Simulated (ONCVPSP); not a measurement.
## What one change does to a pseudopotential (Hg (Z = 80), ONCV)

```json
{"Element": "Hg", "Generator": "ONCVPSP 4.0.1", "Type": "optimised norm-conserving Vanderbilt (ONCV)", "Functional": "LDA (Perdew-Zunger)", "Relativity": "scalar-relativistic", "Frozen core": "[Xe]", "Valence charge": "26", "Reference configuration": "4f14 5d10 6s1 (charge +1)", "Partial waves": "6s: rc 1.80 bohr, ncon 4, nbas 7, qcut 3.8 1/bohr, 2 projectors, debl 0.7 Ha; p scattering state at 0.34 Ha: rc 2.45 bohr, ncon 3, nbas 8, qcut 3.7 1/bohr, 2 projectors, debl 1 Ha; 5d: rc 2.25 bohr, ncon 4, nbas 9, qcut 7.9 1/bohr, 2 projectors, debl 2.9 Ha; 4f: rc 0.75 bohr, ncon 4, nbas 9, qcut 27.3 1/bohr, 1 projector", "Local potential": "polynomial inside 0.45 bohr (lpopt 1, dvloc0 2 Ha)", "Core correction": "polynomial model core, fcfact 0.5"}
```

In the p channel the program set the typed energies aside and used 0.050, 1.050 Ha.

Change: functional PBEsol.

Cutoffs: the cutoffs (Ha) at which the residual kinetic energy of the hardest occupied pseudo-wave falls to 1 and 0.1 mHa per electron; they do not see the model core or the augmentation charge, which bear on the density cutoff. Errors are all-electron minus pseudo energies relative to the spin-unpolarised reference configuration.

Problem. How do hardness, ghosts and transferability respond?

Solution. The potential gets neither clearly harder nor softer (285 Ha and 313 Ha → 285 Ha and 313 Ha); both files keep a bound ghost (d, p, s); of the 4 tests that both files solve, the error grows in 2 and shrinks in 0 by more than 15 % and 0.3 meV (median size 36.0 → 39.6 meV).

| quantity | base | changed |
| --- | --- | --- |
| cutoff, loose | 285 Ha | 285 Ha |
| cutoff, tight | 313 Ha | 313 Ha |
| loose cutoff by channel | s 29 Ha, d 20 Ha, f 285 Ha | s 29 Ha, d 20 Ha, f 285 Ha |
| bound ghosts | s, p, d | s, p, d |
| GHOST(+) flags under 300 eV | s at 232.6 eV | s at 233.0 eV |
| error for 4f14 5d10 6s2, meV [ΔE -11.05 → -10.74 eV] | -2.2 | -3.2 |
| error for 4f14 5d10 6s0, meV [ΔE 19.40 → 19.00 eV] | -16 | -19 |
| error for 4f14 5d9 6s0, meV [ΔE 55.21 → 54.56 eV] | -56 | -60 |
| error for 4f13 5d10 6s2, meV [ΔE 97.63 → 97.55 eV] | -2122 | -2122 |
| s: phases at 1.83 bohr within 0.05 rad from the reference energy up to (Ha; the scan ends near 5) | to the end of the scan | to the end of the scan |
| p: phases at 2.48 bohr within 0.05 rad from the reference energy up to (Ha; the scan ends near 5) | n/a | n/a |
| d: phases at 2.28 bohr within 0.05 rad from the reference energy up to (Ha; the scan ends near 5) | to the end of the scan | to the end of the scan |
| f: phases at 0.76 bohr within 0.05 rad from the reference energy up to (Ha; the scan ends near 5) | 4.1 | 4.1 |
| rms error of d²Exc/dni dnj with the model core, mHa | 8.51 | 8.25 |

 A true bound ghost makes a file unfit for plane-wave use even where its test errors are small: the radial tests pick states by their node count and pass the ghost by.
